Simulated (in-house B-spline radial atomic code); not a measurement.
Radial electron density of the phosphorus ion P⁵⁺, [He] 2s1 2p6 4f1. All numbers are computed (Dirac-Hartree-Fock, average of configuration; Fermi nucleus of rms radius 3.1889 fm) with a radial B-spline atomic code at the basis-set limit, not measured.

Columns: r (bohr), 4πr²n(r) (electrons per bohr), bar.

```
 0.00419   0.4247 #
 0.00507   0.6043 ##
 0.00614   0.8564 ##
 0.00743    1.204 ###
 0.00899    1.678 ####
  0.0109    2.325 ######
  0.0132    3.176 ########
  0.0159    4.242 ###########
  0.0193    5.636 ###############
  0.0233    7.278 ###################
  0.0282      9.2 ########################
  0.0342    11.31 ##############################
  0.0414    13.39 ###################################
  0.0501    15.19 ########################################
  0.0606     16.4 ###########################################
  0.0733    16.74 ############################################
  0.0887    16.09 ##########################################
   0.107    14.63 ######################################
    0.13    12.78 ##################################
   0.157    11.39 ##############################
    0.19    11.02 #############################
    0.23    11.82 ###############################
   0.279    13.26 ###################################
   0.337    14.24 #####################################
   0.408    13.81 ####################################
   0.494    11.62 ###############################
   0.598    8.242 ######################
   0.724     4.78 #############
   0.876    2.199 ######
    1.06   0.7878 ##
    1.28   0.2663 #
    1.55   0.1888 
    1.88   0.2761 #
    2.28   0.3829 #
    2.75   0.4168 #
    3.33   0.3369 #
    4.03   0.1892 
    4.88  0.06807 
    5.91  0.01428 
    7.15 0.001583 
    8.65 8.029e-05 
    10.5 1.467e-06
```

On this grid the curve has 3 maxima, near 0.0733, 0.337, 2.75 bohr.

The 4f7/2 radial function P(r) = rR(r), positive near the nucleus, with its small component Q(r) (sign convention: Q ≈ (P' + κP/r)/2c):

| r (bohr) | P | Q |
| --- | --- | --- |
| 0.19 | 0.0009823 | -9.674e-06 |
| 0.279 | 0.003639 | -3.202e-05 |
| 0.408 | 0.01246 | -9.507e-05 |
| 0.598 | 0.03985 | -0.0002611 |
| 0.876 | 0.1149 | -0.0006735 |
| 1.28 | 0.2789 | -0.001557 |
| 1.88 | 0.5225 | -0.002876 |
| 2.75 | 0.6456 | -0.003542 |
| 4.03 | 0.435 | -0.002384 |
| 5.91 | 0.1195 | -0.0006548 |
| 8.65 | 0.008962 | -4.91e-05 |
